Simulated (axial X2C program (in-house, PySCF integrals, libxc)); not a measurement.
CuSe⁻: from the spin-free to the two-component result

Computed with an in-house relativistic program for diatomic molecules. Spin-free means the one-electron spin-free X2C Hamiltonian; two-component (2c) means X2C with spin–orbit coupling and atomic mean-field two-electron Coulomb and Gaunt terms, so the difference of the two also holds small scalar two-electron terms. Basis: Se dyall-av2z [8s9p6d], Cu dyall-av2z [8s9p6d2f] (cores contracted in-house); Gaussian nuclei, density fitting, unrestricted open shells. Masses: Se 79.917 u, Cu 62.930 u.

Spin-free state: M_S = 0, Λ = 0 (closed shell); fragments Se- + Cu.

| level | Re (Å) | ωe (cm⁻¹) | De (eV) | μ (D) |
| --- | --- | --- | --- | --- |
| PBE0 | 2.167 | 317.6 | 2.604 | 4.04 |
| HF | 2.249 | 283.0 | 0.895 | 6.83 |
| MP2 | 2.131 | 339.7 | 2.864 | n/a |
| B3LYP | 2.188 | 304.5 | 2.516 | 3.65 |
| BHandHLYP | 2.191 | 304.0 | 2.105 | 4.80 |

Correlated methods: 18 electrons correlated (number of frozen shells: Se 3 s, 2 p, 1 d; Cu 3 s, 2 p), 170 virtual spin orbitals or spinors in MP2.

Dipoles are positive if Cu is the positive end and refer to the centre of mass.

Two-component determinant lowest at the distance of the search:

Ω = 0 (closed shell); fragments Se- + Cu.

```
    level  Re (Å)  ωe (cm⁻¹)  De (eV)  μ (D)
     PBE0   2.169      315.7    2.539   4.00
       HF   2.251      281.6    0.805   6.79
      MP2   2.134      338.2    2.773    n/a
    B3LYP   2.191      302.0    2.424   3.60
BHandHLYP   2.194      302.0      n/a   4.75
```

(1) From the two tables, how do the constants change at the MP2 level (2c against spin-free)?

One determinant describes the state; a PBE0 search over occupations chose it and may have missed a lower one. The closed shell is kept restricted, so the energy runs too high when the bond is stretched far. De is counted from the lowest determinant-based energies of the atoms at the same level, without counterpoise correction. De is not given where an atomic determinant may have missed its ground term or J level, or where the truncated virtual space spoils (T). Without a current term, density functionals place determinants with orbital angular momentum somewhat too high. Hartree–Fock gets electron affinities wrong, so its lowest charge split need not be the true one.

## Answers

(1) At the MP2 level Re goes up by 0.003 Å and ωe decreases by 1.5 cm⁻¹; De changes by -0.091 eV.
